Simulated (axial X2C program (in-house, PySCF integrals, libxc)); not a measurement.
# GaC⁻: cheaper levels and CCSD(T), with spin–orbit coupling

Computed with an in-house relativistic program for diatomic molecules. Two-component (2c) means X2C with spin–orbit coupling and atomic mean-field two-electron Coulomb and Gaunt terms. Basis: Ga dyall-acv3z [10s10p8d5f1g], C dyall-av3z [8s7p3d2f] (cores contracted in-house); Gaussian nuclei, density fitting, unrestricted open shells. Masses: Ga 68.926 u, C 12.000 u.

State: Ω = 2 (⟨Sz⟩ = 1.00, ⟨Lz⟩ = 1.00 at HF); fragments Ga + C-.

| level | Re (Å) | ωe (cm⁻¹) | De (eV) |
| --- | --- | --- | --- |
| PBE0 | 1.893 | 612.5 | n/a |
| HF | 2.045 | 454.7 | n/a |
| CCSD | 1.928 | 587.1 | 2.49 |
| PW91 | 1.896 | 615.3 | n/a |

Correlated methods: 8 electrons correlated (number of frozen shells: Ga 3 s, 2 p, 1 d; C 1 s), 294 virtual spin orbitals or spinors in MP2, 90 natural virtuals in coupled cluster.

CCSD(T), same Hamiltonian and basis:

Re = 1.921 Å, ωe = 610.9 cm⁻¹, De = 2.65 eV; T1 = 0.096 (Lee–Taylor normalisation).

**Question.** Give the differences from CCSD(T) in the columns below.

**Answer.** 

| level | ΔRe (Å) | Δωe (cm⁻¹) | ΔDe (eV) |
| --- | --- | --- | --- |
| PBE0 | -0.028 | 2 | n/a |
| HF | 0.124 | -156 | n/a |
| CCSD | 0.007 | -24 | -0.16 |
| PW91 | -0.025 | 4 | n/a |

One determinant describes the state; a PBE0 search over occupations chose it and may have missed a lower one. De is counted from the lowest determinant-based energies of the atoms at the same level, without counterpoise correction. De is not given where an atomic determinant may have missed its ground term or J level, or where the truncated virtual space spoils (T). Density functionals use the spin component along the axis (collinear). Coupled cluster ran in a truncated set of natural virtual spinors; the MP2 energy of the rest was added. (T) has no such correction and the atoms are truncated less, which lowers De at CCSD(T) by a hundredth of an eV or more. Other states lie close and PBE0, whose exact exchange favours high spin, may order them wrongly; the determinant shown need not be the ground state. The nearest other spin-free determinant of the search, M_S = 1, Λ = 0, lies 0.03 eV up at the distance of the search. The functionals have no current-density term, which raises determinants with orbital currents, atoms included. With several unpaired electrons one determinant need not be a pure state. A state of lower Ω lies just above, and one determinant can place such states too high, so the state shown need not be the lowest. The search has Ω = 1 only 0.05 eV up. Open-shell Ω = 0 determinants with evenly filled partner blocks cannot be reached by this program, so the Ω shown need not be the lowest component. The highest occupied level of some functionals is positive through self-interaction error; at Hartree–Fock it is bound. The determinant is spin-polarised beyond a pure state at some levels (its spin-free form has ⟨S²⟩ too high), which makes Re and μ there less reliable. The T1 diagnostic is large, a sign of multireference character. With the outer-core shells frozen, correlated bond lengths of heavy atoms tend to come out a few hundredths of an ångström too long.
